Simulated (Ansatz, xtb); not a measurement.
Breaking the Se4–H5 bond in GaH3Se (SMILES [GaH2][SeH]) (multiplicity 1 held, fragments rigid). Energies count from the point at 1.471 Å.
Geometry at that point (charge 0, multiplicity 1):
```tsv
atom	x (Å)	y (Å)	z (Å)
Ga	0.2749	0.0112	-1.1530
H	-0.8038	-0.5760	-2.1169
H	1.6617	0.6037	-1.5559
Se	-0.3040	-0.0284	1.1136
H	0.9571	0.5901	1.5522
```

Restricted levels (R-, RO-) in cc, def2 and unpolarised 6-31G sets keep to the state of the molecule at rest. Curves can end on different states.

The values were computed with Ansatz (an electronic-structure program); xtb for the GFN methods. Values without a source in brackets are computed. The GFN methods have no spin term and hold the electronic entropy of 300 K.

**Question.** One of these levels gives 83.77 kcal/mol for the energy at R = 4.709 Å. Which one is it?
(A) R-PBE/cc-pVTZ
(B) R-wB97X-V/cc-pVTZ
(C) GFN2-xTB
(D) R-B3LYP/cc-pVTZ

**Answer.** C, GFN2-xTB. The others give 112.29 (R-PBE/cc-pVTZ), 123.42 (R-B3LYP/cc-pVTZ), 157.43 (R-wB97X-V/cc-pVTZ)

Doubts at one or more of the structures used: a restricted determinant that unrestricted orbitals would lower (R-PBE/cc-pVTZ, R-B3LYP/cc-pVTZ, R-wB97X-V/cc-pVTZ).
